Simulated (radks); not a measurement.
Results of a calculation; reference values are marked as such.
These are the eigenvalues of the occupied orbitals of an atom or ion with whole-number occupations (hartree). Code: a radial shooting solver on a logarithmic mesh with Libxc functionals. Model: Dirac Kohn-Sham, PBE, spin-unpolarised, spherical densities, point nucleus.

| orbital | eigenvalue |
|---|---|
| 1s1/2 | -1486.072 |
| 2s1/2 | -243.9817 |
| 2p1/2 | -230.7620 |
| 2p3/2 | -214.3448 |
| 3s1/2 | -58.23451 |
| 3p1/2 | -52.63869 |
| 3p3/2 | -49.40772 |
| 3d3/2 | -39.62999 |
| 3d5/2 | -38.93599 |
| 4s1/2 | -17.34146 |
| 4p1/2 | -15.24374 |
| 4p3/2 | -14.52661 |
| 4d3/2 | -11.05632 |
| 4d5/2 | -10.92548 |

Which element is it, and in what charge state? The configuration may be excited. Open shells, if any, are shared by 2j + 1.

Answer. Z = 58, cerium, charge +12: Ce12+ in [Kr] 4d10. The list shows which subshells hold electrons but not how many an open one holds; the 1s level, -1486.1 hartree, gives Z - s = 54.5 by -(Z - s)^2/2, which with screening and relativity narrows Z to a few neighbours, and the depths of the outer levels then fix element, charge and occupations together.
